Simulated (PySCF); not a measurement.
Species: C8H9F3OS.
Atom-mapped SMILES: `[CH3:1][O:2]/[CH:3]=[C:4]1\[CH2:5][CH2:6]\[C:7]1=[CH:8]\[S:9][C:10]([F:11])([F:12])[F:13]`

Cartesian coordinates in Å at the PBE0-D3(BJ)/def2-SVP level; atoms count from 1:
```xyz
22
C8H9F3OS angstrom
C     -1.716    2.690    0.734
O     -0.371    2.562    0.341
C      0.080    1.379   -0.066
C     -0.561    0.192   -0.146
C     -1.930   -0.390    0.196
C     -1.368   -1.783   -0.192
C     -0.062   -1.114   -0.578
C      1.050   -1.634   -1.132
S      2.436   -0.654   -1.606
C      3.425   -0.758   -0.088
F      3.715   -2.010    0.253
F      2.816   -0.202    0.960
F      4.564   -0.105   -0.296
H     -1.873    3.747    0.979
H     -2.400    2.401   -0.080
H     -1.934    2.079    1.624
H      1.129    1.437   -0.364
H     -2.250   -0.298    1.244
H     -2.752   -0.053   -0.453
H     -1.887   -2.298   -1.014
H     -1.268   -2.482    0.652
H      1.101   -2.701   -1.363
```

NICS is the negative of the GIAO shielding at a point without a nucleus: at the ring centre (0) and 1 Å above and below it (1); zz is the component along the ring normal. Level: GIAO PBE0/pcSseg-1 (PySCF, non-relativistic, gas phase) on the PBE0-D3(BJ)/def2-SVP geometry, one conformer.

Ring bond lengths (Å), with Mayer bond orders in brackets: C4–C5 1.526 (1.05), C5–C6 1.551 (1.07), C6–C7 1.517 (1.06), C7–C4 1.463 (1.05).

Problem. What do the NICS probes read (ppm)?

Solution. 
```csv
ring,type,NICS(0),"NICS(1), two faces","NICS(1)zz, two faces",rms pucker (Å),"centre to ring atoms, mean (Å)"
C4–C5–C6–C7,4-membered carbocycle; formal bonds all single,2.2,-1.2 / -1.0,2.1 / 2.9,0.02,1.07
```

Problem. What do they say, and how far can they be read as aromaticity?

Solution. 
- C4–C5–C6–C7: mean NICS(1)zz 2.5 ppm, near zero. C5, C6 have four or more neighbours, and the NICS criterion for π rings isn't applied.

Problem. What is the mean of the two in-plane components of NICS at the first NICS(1) probe listed for ring C4–C5–C6–C7, 1 Å off the ring?

Solution. The isotropic value is a third of the trace: (3 × -1.2 − (2.1))/2 = -2.8 ppm.

Problem. What are the shieldings of the ring atoms and their hydrogens in the same run (means over atoms taken as equivalent)?

Solution. 
```json
{"atoms": "C4", "environment": "fully substituted alkene carbon", "σ isotropic (ppm)": "69.4", "principal values of the symmetric part, first atom (ppm)": "-3.6, 80.4, 131.4"}
{"atoms": "C5", "environment": "allylic carbon", "σ isotropic (ppm)": "157.4", "principal values of the symmetric part, first atom (ppm)": "147.4, 152.3, 172.4"}
{"atoms": "C6", "environment": "allylic carbon", "σ isotropic (ppm)": "152.2", "principal values of the symmetric part, first atom (ppm)": "142.5, 145.6, 168.5"}
{"atoms": "C7", "environment": "fully substituted alkene carbon", "σ isotropic (ppm)": "14.3", "principal values of the symmetric part, first atom (ppm)": "-101.2, 12.5, 131.4"}
{"atoms": "H18 (×2)", "environment": "methylene hydrogen", "σ isotropic (ppm)": "28.29", "principal values of the symmetric part, first atom (ppm)": "24.4, 27.8, 32.8"}
{"atoms": "H20 (×2)", "environment": "methylene hydrogen", "σ isotropic (ppm)": "28.57", "principal values of the symmetric part, first atom (ppm)": "25.0, 27.2, 33.7"}
```

Problem. How do the values depend on the level or the medium?

Solution. 
| level | NICS(0), C4–C5–C6–C7 | mean NICS(1)zz, C4–C5–C6–C7 |
| --- | --- | --- |
| PBE0/pcSseg-1, gas | 2.2 | 2.5 |
| mPW1PW91/pcSseg-1, gas | 2.1 | 2.5 |

The geometry is the same throughout.
